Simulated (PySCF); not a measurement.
**Relaxation of singlet NdH4**

Method: PBE0 in PySCF with Nd def2-TZVP with ECP28, H def2-TZVP; scalar-relativistic core potentials, no spin–orbit coupling; density-fitted integrals. A (50,194) grid was used.

A hand-made tetrahedral start, of Td symmetry, held to at least that symmetry:

```xyz
5
charge 0 multiplicity 1, angstrom
Nd    0.0000    0.0000    0.0000
H     1.6820    0.0000    1.1893
H    -1.6820    0.0000    1.1893
H     0.0000    1.6820   -1.1893
H     0.0000   -1.6820   -1.1893
```

Optimiser trace:
```
step  E − E(last) (kJ/mol)  largest gradient (Eh/bohr)
   0                 13.30                     0.01025
   1                  7.22                     0.00780
   2                  0.07                     0.00086
   3                  0.00                     0.00011
   4                  0.00                     0.00000
```

It ends at Td with Nd–H 1.959 Å (×4); H–Nd–H 109.5° (×6). No frequency check is given, so it may be a saddle point. Other isomers or separated fragments may lie lower. A symmetry-breaking gradient of 0.0010 Eh/bohr is left: the electronic state wants a lower symmetry.

Final geometry:
```xyz
5
charge 0 multiplicity 1, angstrom
Nd    0.0000    0.0000    0.0000
H     1.5998    0.0000    1.1312
H    -1.5998    0.0000    1.1312
H     0.0000    1.5998   -1.1312
H     0.0000   -1.5998   -1.1312
```

Stability towards spin polarisation was not tested.
